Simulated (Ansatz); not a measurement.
Ansatz (an electronic-structure program) input (CCSD(T)/aug-cc-pV(D+d)Z):
A basis named .json is the Basis Set Exchange file of that set.

Ansatz 0.2 input:
```yaml
crystal:
  periodic: [false, false, false]
  atoms:
    - {symbol: Si, position_ang: [-0.13923384, -0.60276652, -0.36877180]}
    - {symbol: N, position_ang: [-1.29949029, 0.09712437, 0.53807390]}
    - {symbol: Si, position_ang: [-2.88726859, 0.42890413, 0.79360477]}
    - {symbol: N, position_ang: [1.31606893, 0.41792830, -0.46115153]}
    - {symbol: Si, position_ang: [2.94540760, -0.05932187, -0.42867103]}
    - {symbol: H, position_ang: [0.44928100, -1.90600856, 0.12245615]}
    - {symbol: H, position_ang: [-0.50746420, -0.91620923, -1.79773223]}
    - {symbol: H, position_ang: [-3.59910100, -0.47126354, 1.77711512]}
    - {symbol: H, position_ang: [-3.80838420, 0.39128176, -0.40719237]}
    - {symbol: H, position_ang: [-3.14324424, 1.80197326, 1.36560176]}
    - {symbol: H, position_ang: [1.10923393, 1.38067994, -0.23387150]}
    - {symbol: H, position_ang: [3.45373694, -0.60726517, 0.86741374]}
    - {symbol: H, position_ang: [3.23363598, -1.11635413, -1.43711488]}
    - {symbol: H, position_ang: [3.83158302, 1.10237636, -0.74139956]}
basis:
  gaussian:
    orbitals: aug-cc-pV_D+d_Z.json
total_charge: -1
magnetization: {spin_polarized: false}
correlation: {method: ccsd_t, electrons: outside_noble_gas}
output: {forces: true}
```

Output:

```
Functional definition: HF
integrals: 1.39 GiB planned
2251 factors; integrals over basis functions are off by at most 9.3e-4 eV
1.28 GiB of device memory are held for the factors and their scratch space
mean field: 1.57 GiB planned
mean field evaluation 1: about -26691.5009 eV, gradient 4.2e1 eV
mean field evaluation 2: about -26691.5872 eV, gradient 4.2e1 eV
mean field evaluation 4: about -26696.1169 eV, gradient 5.2e0 eV
mean field evaluation 8: about -26696.2137 eV, gradient 3.4e-1 eV
mean field evaluation 16: about -26695.9947 eV, gradient 5.2e0 eV
mean field -26696.21419290 eV, -981.0677762451 hartree, gradient 6.9e-6 eV, S^2 0.000000; 0 other end points of the search recorded, 0 dependent functions left out
17 core orbitals not correlated
reference -26696.21419290 eV, -981.0677762451 hartree; 16, 16 occupied and 190, 190 virtual orbitals, 2251 factors
densities: 9.30 GiB planned
second order -18.97281803 eV of doubles, -0.00000000 eV of singles
coupled cluster: 6.92 GiB planned
cycle   1  -20.06958582 eV  change    -1.1e0 eV  update   1.2e-1
cycle   2  -20.71084073 eV  change   -6.4e-1 eV  update   3.7e-2
cycle   3  -20.87473611 eV  change   -1.6e-1 eV  update   2.0e-2
cycle   4  -20.86884535 eV  change    5.9e-3 eV  update   4.9e-3
cycle   5  -20.86538452 eV  change    3.5e-3 eV  update   2.7e-3
cycle   6  -20.86607763 eV  change   -6.9e-4 eV  update   9.3e-4
cycle   7  -20.86605939 eV  change    1.8e-5 eV  update   4.6e-4
cycle   8  -20.86592229 eV  change    1.4e-4 eV  update   2.0e-4
cycle   9  -20.86592342 eV  change   -1.1e-6 eV  update   8.0e-5
cycle  10  -20.86598962 eV  change   -6.6e-5 eV  update   3.4e-5
cycle  11  -20.86595313 eV  change    3.6e-5 eV  update   1.5e-5
cycle  12  -20.86595266 eV  change    4.8e-7 eV  update   5.5e-6
perturbative correction -0.70220192 eV, -0.0258054447 hartree
the calculation of the forces begins
1.28 GiB of device memory are held for the factors and their scratch space
Total energy: -26717.78234748 eV, -981.8603913065 hartree
Atom 0 at    -0.139234    -0.602767    -0.368772 Å, force     0.158761    -0.552733    -0.399732 eV/Å
Atom 1 at    -1.299490     0.097124     0.538074 Å, force     0.334509     0.246706     0.415388 eV/Å
Atom 2 at    -2.887269     0.428904     0.793605 Å, force    -0.810977     0.134739     0.109308 eV/Å
Atom 3 at     1.316069     0.417928    -0.461152 Å, force    -0.253499     0.105680    -0.145843 eV/Å
Atom 4 at     2.945408    -0.059322    -0.428671 Å, force     0.626557    -0.165913     0.030597 eV/Å
Atom 5 at     0.449281    -1.906009     0.122456 Å, force     0.063711    -0.112788     0.027445 eV/Å
Atom 6 at    -0.507464    -0.916209    -1.797732 Å, force    -0.025300    -0.037391    -0.127559 eV/Å
Atom 7 at    -3.599101    -0.471264     1.777115 Å, force    -0.050695    -0.066696     0.070827 eV/Å
Atom 8 at    -3.808384     0.391282    -0.407192 Å, force    -0.067113    -0.002756    -0.103279 eV/Å
Atom 9 at    -3.143244     1.801973     1.365602 Å, force    -0.019975     0.094792     0.038116 eV/Å
Atom 10 at     1.109234     1.380680    -0.233872 Å, force    -0.071787     0.414711     0.096798 eV/Å
Atom 11 at     3.453737    -0.607265     0.867414 Å, force     0.034927    -0.051760     0.106517 eV/Å
Atom 12 at     3.233636    -1.116354    -1.437115 Å, force     0.010545    -0.100413    -0.090640 eV/Å
Atom 13 at     3.831583     1.102376    -0.741400 Å, force     0.070335     0.093824    -0.027943 eV/Å
Dipole moment:     0.898272     0.138695    -0.218788 e Å
```

It need not be the lowest isomer of its formula. Whether it binds its extra electron was not tested at this geometry.
